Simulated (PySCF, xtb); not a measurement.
C₂H₅FN₂Si, SMILES N[Si@@H]1C=N[C@@H]1F. The values are those of a single conformer.

Harmonic wavenumbers (cm⁻¹) from GFN2-xTB (xtb) at its own minimum, in rising order: 87, 118, 182, 234, 317, 464, 479, 502, 559, 609, 645, 789, 811, 852, 941, 987, 1049, 1123, 1208, 1272, 1492, 1630, 2312, 2917, 3046, 3459, 3501.

What does PySCF 2.14.0 with PBE0-D3(BJ)/def2-SVP give at its own minimum? (An estimate is asked for; the answer gives what the named calculation found.)

62, 99, 156, 283, 326, 385, 498, 571, 602, 713, 762, 810, 885, 919, 942, 1021, 1141, 1209, 1289, 1349, 1534, 1647, 2219, 3073, 3144, 3635, 3743. Paired by order, the mean absolute difference is 71 cm⁻¹ and the zero-point energies are 45.2 and 47.2 kcal/mol.
